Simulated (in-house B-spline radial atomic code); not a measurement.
**Removing one electron from Er50+**

Closed shell [Ne] 3s2 3p6. Computed with an all-electron radial atomic-structure program (B-spline basis): Koopmans values of Dirac-Hartree-Fock plus a diagonal self-energy, in second order or with its direct term screened (direct RPA, with the hole-particle interaction, or full time-dependent Hartree-Fock), linearised in energy; no-pair Dirac-Coulomb Hamiltonian, finite nucleus. Shifts add to the Koopmans value (the ΔSCF shift is orbital relaxation alone); the final value takes TDHF screening with Breit and QED.

Command:
```bash
python run_mb.py task.json out
```
Settings (nuclear radius in fm, box in bohr, cutoff in hartree):
```
basis_form          2
Z                   68
core_configuration  [Ne] 3s2 3p6
rms_radius          5.2516
mass_number         166
speed_of_light      137.036
box_radius          2.534
lmax                7
intervals           56
virtual_cutoff      18496.0
```

Time taken, with all properties: 6.9 s on 1 thread of Intel(R) Xeon(R) Platinum 8259CL CPU @ 2.50GHz, with other jobs on the host.

Energies in eV:

```
subshell  Koopmans  ΔSCF shift  second order  direct RPA  hole-particle  TDHF  Breit + QED  final
   3p3/2   4644.73      -1.056             ?           ?              ?     ?            ?      ?
```

Problem. What does the self-energy do to 3p3/2?

Solution. It shifts the removal energy by 1.644 eV in second order, 1.267 with direct RPA, 1.372 with the hole-particle term and 1.466 with TDHF screening (quasi-particle weight 0.994); Breit and QED add -4.732 eV. The final value is 4641.46 eV, against 4639 ± 4 eV (NIST, tabulated theory).
